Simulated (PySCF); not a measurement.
**Removal energies of Bi⁵⁺ from EOM-IP-GCCSD**

Reference: closed-shell Bi⁵⁺, [Xe] 4f14 5d10; one electron is removed. Calculated with PySCF 2.14, two-component X2C-1e with screened spin-orbit coupling, x2c-TZVPPall-2c with one added diffuse shell each of s, p, d, f type (12s12p10d4f, 126 functions); frozen [Kr] 4d10 4f14; the 24 highest virtual spinors dropped; of the others 110 kept and the rest restored at second order. No Breit or QED terms. Binding energies in eV.

```tsv
level	Koopmans
5d3/2	91.444
5d5/2	88.001
```

Problem. How does correlation move these levels?

Solution. 5d3/2: second order 90.243, EOM-CCSD 90.751; 5d5/2: second order 86.924, EOM-CCSD 87.402.

For comparison, the ionisation energy of Bi⁵⁺ is 88.4 ± 0.7 eV (semi-empirical (NIST evaluation); NIST Atomic Spectra Database, ionization energies).

Only part of the computed levels is shown.
